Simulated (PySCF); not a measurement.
How PBE and PBE0 compare on the HOMO–LUMO gap of the Kohn–Sham levels of molecules with a metal or metalloid centre.

Values in eV, from PySCF. Where two bases are given, the first is that of PBE. PBE0 is a level with its own limits.

```tsv
system	basis	PBE	PBE0	PBE − PBE0
BC[SiH2]c1ccccc1 singlet	def2-SVP	4.17	6.13	-1.96
B/C=[CH]\[GeH3] singlet	def2-TZVP	3.92	5.97	-2.04
CC[SiH2][SiH2]C singlet	def2-SVP	6.10	8.09	-1.99
[BH3-][NH3+] singlet	def2-TZVP	5.49	7.70	-2.21
O[SiH2][SeH] singlet	def2-TZVP	5.04	7.06	-2.02
[CH3][In]([CH3])[CH3] singlet	def2-TZVP	4.10	5.93	-1.84
N#C[SiH2][SiH2][SiH3] singlet	def2-TZVP	5.70	7.62	-1.92
B[SiH2]S singlet	def2-TZVP	2.44	4.66	-2.22
Bc1ccccc1N singlet	def2-TZVP	2.52	4.30	-1.77
BCO singlet	def2-TZVP	3.72	6.33	-2.62
Oc1cccc([SiH3])c1 singlet	def2-TZVP	4.10	6.00	-1.89
B1NBNBN1 singlet	def2-TZVP	6.33	8.56	-2.23
[GeH3][CH2]Br singlet	def2-TZVP	5.17	7.39	-2.21
CC[SiH2]C(F)(F)F singlet	def2-TZVP	6.78	9.03	-2.25
[GeH3][CH2][SiH2]c1cccs1 singlet	def2-SVP	4.42	6.31	-1.89
```

The mean difference from PBE0 is -2.07 eV (median -2.02) and the mean absolute one 2.07 eV (median 2.02); PBE lies above in 0 and below in 15 of 15 cases. It is closest for Bc1ccccc1N singlet (-1.77), [CH3][In]([CH3])[CH3] singlet (-1.84), [GeH3][CH2][SiH2]c1cccs1 singlet (-1.89) and furthest off for BCO singlet (-2.62), CC[SiH2]C(F)(F)F singlet (-2.25), B1NBNBN1 singlet (-2.23).
